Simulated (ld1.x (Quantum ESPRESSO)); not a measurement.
# Yb: what ld1.x (Quantum ESPRESSO) 7.5 does with a changed input

Command:

```bash
ld1.x < Yb.in > Yb.out
```

Input:

```
&input
   title='Yb', zed=70., rel=1, dft='PBE', iswitch=3,
   config='[Xe] 4f13 5d1 6s1.5 6p0.5',
   nld=3, rlderiv=4.55, eminld=-2.0, emaxld=5.0, deld=0.02
 /
 &inputp
   pseudotype=1, tm=.false., lloc=1,
   nlcc=.true.,
   file_pseudopw='Yb.pp', file_wfcaegen='ae.wfc', file_wfcncgen='nc.wfc'
 /
3
6S  1  0   1.50   0.00  2.50  2.50  0.0
5D  3  2   1.00   0.00  3.25  3.25  0.0
6P  2  1   0.50   0.00  4.20  4.20  0.0
 &test
   configts(1)='5d1 6s1.5 6p0.5'
 /
```

Output (end):

```
     Eh   =   11003.459441 Ry,    5501.729720 Ha,  149709.692444 eV
     Exc  =    -584.713633 Ry,    -292.356816 Ha,   -7955.434249 eV

     normalization and overlap integrals

     s(1S/1S) =  1.000000  <r> =   0.0197  <r2> =    0.0005  r(max) =   0.0123
     s(2S/2S) =  1.000000  <r> =   0.0833  <r2> =    0.0082  r(max) =   0.0708
     s(2P/2P) =  1.000000  <r> =   0.0741  <r2> =    0.0067  r(max) =   0.0572
     s(3S/3S) =  1.000000  <r> =   0.2167  <r2> =    0.0537  r(max) =   0.1997
     s(3P/3P) =  1.000000  <r> =   0.2162  <r2> =    0.0542  r(max) =   0.1972
     s(4S/4S) =  1.000000  <r> =   0.4875  <r2> =    0.2683  r(max) =   0.4557
     s(4P/4P) =  1.000000  <r> =   0.5176  <r2> =    0.3049  r(max) =   0.4790
     s(3D/3D) =  1.000000  <r> =   0.1961  <r2> =    0.0451  r(max) =   0.1595
     s(5S/5S) =  1.000000  <r> =   1.1919  <r2> =    1.6001  r(max) =   1.0661
     s(5P/5P) =  1.000000  <r> =   1.4148  <r2> =    2.2809  r(max) =   1.2232
     s(4D/4D) =  1.000000  <r> =   0.5585  <r2> =    0.3621  r(max) =   0.4912
     s(4F/4F) =  1.000000  <r> =   0.7405  <r2> =    0.7297  r(max) =   0.4790
     s(5D/5D) =  1.000000  <r> =   2.8056  <r2> =    9.9739  r(max) =   1.8478
     s(6S/6S) =  1.000000  <r> =   3.6499  <r2> =   15.1832  r(max) =   3.0849
     s(6P/6P) =  1.000000  <r> =   5.2915  <r2> =   32.4813  r(max) =   4.2695

     ------------------------ End of All-electron run ------------------------

     --------------------- Generating NC pseudopotential ---------------------

      Generating local pot.: lloc=1, matching radius rcloc =   4.2000

      Computing core charge for nlcc:

       r > 2.29 : true rho core
       r < 2.29 : rho core = a sin(br)/r    a=   1.45  b=   1.20

      Integrated core pseudo-charge :   3.44
     Message from routine compute phi:
     negative determinant

      ld=   0.356987 f2ae  0.456092 faenor  0.181739
           0        1270        1269   99.634128144368987

 %%%%%%%%%%%%%%%%%%%%%%%%%%%%%%%%%%%%%%%%%%%%%%%%%%%%%%%%%%%%%%%%%%%%%%%%%%%%%%
     Error in routine compute_chi (1):
     n is too large
 %%%%%%%%%%%%%%%%%%%%%%%%%%%%%%%%%%%%%%%%%%%%%%%%%%%%%%%%%%%%%%%%%%%%%%%%%%%%%%

     stopping ...
```

**Question.** This input was made by a single change from one that runs to its end. What was changed?

**Answer.** The change: tm switched. The program stops during the generation: "compute_chi: n is too large".
